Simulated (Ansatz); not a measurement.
Species: Ge4H10 (charge 0, singlet). 
Coordinates optimised at B3LYP-D3(BJ)/def2-TZVP (Ansatz, an electronic-structure program):
```xyz
14

Ge    -2.0786     1.3334     0.2703
Ge    -0.8414    -0.5102     1.2778
Ge     0.8014    -1.3641    -0.3132
Ge     2.1174     0.4842    -1.2057
H     -3.1776     1.8579     1.2117
H     -1.1129     2.4880    -0.0514
H     -2.7345     0.8713    -1.0434
H     -1.8120    -1.6268     1.7130
H     -0.1105    -0.0036     2.5378
H      1.7260    -2.3992     0.3590
H      0.0661    -2.0702    -1.4705
H      1.1970     1.4489    -1.9747
H      3.2170    -0.0143    -2.1606
H      2.7801     1.2623    -0.0546
```

Total electronic energies in hartree. Valence correlation only, unless marked. No spin-orbit coupling. Frozen are the shells of the preceding noble gas and the d and f shells that filled before the atom's block. No relativistic terms. CBS marks a two-point X^-3 extrapolation of the correlation energy; Hartree-Fock from the larger set.

| level | program | energy (Eh) |
|---|---|---|
| HF/6-31G | Ansatz | -8305.88481 |
| HF/aug-cc-pVQZ | Ansatz | -8307.47240 |
| PBE-D4/def2-TZVPD | Ansatz + dftd4 | -8312.76532 |
| BLYP-D4/def2-TZVPD | Ansatz + dftd4 | (withheld) |
| B97M-V/def2-TZVPD | Ansatz | (withheld) |
| PBE0/def2-SVP | Ansatz | -8311.93549 |
| HSE06/def2-TZVPD | Ansatz | -8312.98521 |
| CAM-B3LYP-D4/def2-TZVPD | Ansatz + dftd4 | (withheld) |
| MP2/CBS(cc-pVTZ,cc-pVQZ) | Ansatz | -8308.0203 |
| SCS-MP2/aug-cc-pVDZ | Ansatz | -8307.61127 |
| CCSD/aug-cc-pVTZ | Ansatz | -8308.03994 |
| CCSD/CBS(cc-pVTZ,cc-pVQZ) | Ansatz | -8308.0910 |
| CCSD(T)/6-31G* | Ansatz | -8306.54061 |
| CCSD(T)/cc-pVTZ | Ansatz | -8308.04911 |
| CCSD(T)/CBS(cc-pVTZ,cc-pVQZ) | Ansatz | -8308.1142 |

Task: What belongs in the gaps?

Result: 
- BLYP-D4/def2-TZVPD, energy (Eh): -8314.25448
- B97M-V/def2-TZVPD, energy (Eh): -8312.49344
- CAM-B3LYP-D4/def2-TZVPD, energy (Eh): -8314.52442
